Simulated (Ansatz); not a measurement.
Basis-set series for `[OH][Al]([SH])[SH]`. The species carries charge 0 and has multiplicity 1. Geometry: relaxed with PBE0-D4/def2-TZVP. It is one conformer, not always the lowest.

| functional | basis | functions | energy (Eh) | HOMO (eV) | LUMO (eV) |
| --- | --- | --- | --- | --- | --- |
| PBE0-D4 | def2-SVP | 83 | -1115.13441 | -7.54 | -0.35 |
| PBE0-D4 | def2-QZVPP | 357 | -1115.63488 | -7.72 | -0.80 |
| ωB97M-V | def2-SVP | 83 | -1115.52101 | -9.65 | 1.30 |
| ωB97M-V | def2-QZVPP | 357 | -1116.01955 | -9.89 | 0.57 |

(1) Give the rows for def2-TZVPP. (Best estimate.)

## Answers

(1) Computed: 
```csv
functional,basis,functions,energy (Eh),HOMO (eV),LUMO (eV)
PBE0-D4,def2-TZVPP,199,-1115.59838,-7.69,-0.55
ωB97M-V,def2-TZVPP,199,-1115.98465,-9.85,1.05
```

Positive LUMOs are unbound and depend on the basis.
